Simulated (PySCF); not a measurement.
Excitations are Tamm–Dancoff values on a coarser integration grid. The basis has no diffuse functions, so Rydberg states are missing or too high.

Cartesian coordinates (Å):
SMILES: C[O][Sn]([O]C)([O]C)[O]C
```xyz
21

C     -1.8215     2.0974    -0.9978
O     -1.0865     0.9480    -1.3380
Sn    -0.0009     0.0006    -0.0008
O      0.4328    -1.7459    -0.7917
C     -0.5269    -2.4758    -1.5153
O     -1.0663    -0.0178     1.6513
C     -0.4867    -0.3460     2.8899
O      1.7212     0.8197     0.4763
C      2.8352     0.7242    -0.3767
H     -2.4129     1.9720    -0.0731
H     -1.1755     2.9861    -0.8718
H     -2.5231     2.3094    -1.8213
H     -1.2827    -2.9426    -0.8566
H     -1.0596    -1.8624    -2.2640
H     -0.0059    -3.2861    -2.0513
H      0.4597     0.1919     3.0785
H     -0.2880    -1.4297     2.9858
H     -1.1982    -0.0662     3.6841
H      2.7464     1.3861    -1.2582
H      3.7263     1.0414     0.1897
H      3.0131    -0.3042    -0.7391
```
Charge 0, multiplicity 1.

Question: Give the S1 excitation (TDA), dipole moment, S1–T1 gap (TDA), HOMO–LUMO gap, brightest of the four lowest singlets (TDA), T1 excitation (TDA), total energy and HOMO at the level PBE0-D4/def2-TZVP // PBE0-D4/def2-SVP in PySCF 2.14.0.

Answer: 
- S1 excitation (TDA) = 4.80 eV
- dipole moment = 0.01 D
- S1–T1 gap (TDA) = 0.39 eV
- HOMO–LUMO gap = 6.30 eV
- brightest of the four lowest singlets (TDA) = 5.08 eV
- T1 excitation (TDA) = 4.41 eV
- total energy = -674.5422 Ha
- HOMO = -7.95 eV
